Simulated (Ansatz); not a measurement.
`S[SiH]1CC1` from Hartree–Fock to CCSD(T)

Z-matrix (Å, degrees):
```
Si
C 1 1.842
C 1 1.840 2 49.7
S 1 2.121 2 120.4 3 100.4
H 1 1.478 2 119.2 3 -105.5
H 2 1.086 1 119.1 3 107.4
H 2 1.085 1 119.1 3 -107.2
H 3 1.085 1 119.4 2 -107.6
H 3 1.085 1 119.1 2 107.2
H 4 1.345 1 95.3 2 86.0
```

Charge 0, multiplicity 1. Geometry: relaxed with PBE0-D4/def2-TZVP. It is one conformer, not always the lowest. Frozen core, restricted reference, Ansatz. CBS rows extrapolate triple and quadruple zeta; past MP2 they add the triple-zeta difference.

| basis | HF (Eh) | MP2 corr. | CCSD corr. | (T) | CCSD(T) total |
| --- | --- | --- | --- | --- | --- |
| def2-SVP | -765.40057 | ? | ? | ? | ? |
| def2-TZVPP | -765.73071 | -0.64186 | -0.69048 | -0.03098 | -766.45217 |
| def2-QZVPP | -765.75458 | ? | – | – | – |
| CBS(def2) | -765.75786 | -0.72215 | -0.77077 | as TZ | -766.55961 |

Question: Fill in the withheld values. (Estimate.)

Answer: Computed: def2-SVP MP2 corr.: -0.50920; def2-SVP CCSD corr.: -0.56190; def2-SVP (T): -0.01818; def2-SVP CCSD(T) total: -765.98065; def2-QZVPP MP2 corr.: -0.68798.
